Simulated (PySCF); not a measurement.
Computed Raman spectrum (relative Raman activity) of a molecule C₄H₁₀S. Coordinates come from a PBE0-D3(BJ)/def2-SVP optimisation. Other conformers were not sampled. All values below come from PBE0-D3(BJ)/def2-SVP run with PySCF. Frequencies are harmonic and unscaled.

```tsv
ν (cm⁻¹)	relative intensity
606	6.1
846	3.6
881	4.5
1193	2.3
1381	2.1
1450	9.7
1455	9.5
1469	7.3
2707	47
3046	52
3053	100
3134	6.5
3138	46
3149	33
3157	14
3162	58
```

Q: Identify the compound among the candidates.
(A) CCCCS
(B) CC(C)CS
(C) CC[C@H](C)S
(D) CC(C)(C)S

A: D, CC(C)(C)S
